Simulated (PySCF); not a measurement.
# Ionisation energy of Tc by level of theory

Tc [Kr] 4d5 5s2 (6S) → Tc⁺ [Kr] 4d5 5s1 (7S), as a difference of total energies. All numbers are calculated (PySCF 2.14, the spin-free X2C one-electron Hamiltonian (Gaussian nucleus), in x2c-SVPall (6s5p5d1f, 53 functions)). Correlated levels: valence: [Kr] frozen. The calculations carry no spin-orbit coupling.

| method | ionisation energy (eV) | error (eV) |
| --- | --- | --- |
| UHF | 5.568 | -1.551 |
| PBE | 6.973 | -0.146 |
| B3LYP | 7.327 | +0.208 |
| MP2 (valence) | 6.480 | -0.639 |
| SCS-MP2 (valence) | 6.669 | -0.450 |

Reference: 7.119 eV (measured; NIST Atomic Spectra Database, ionization energies).

Errors of the correlated levels include the incompleteness of this basis and the frozen core.

MP2 underrates the near-degeneracy of ns² with np² in the lower species.
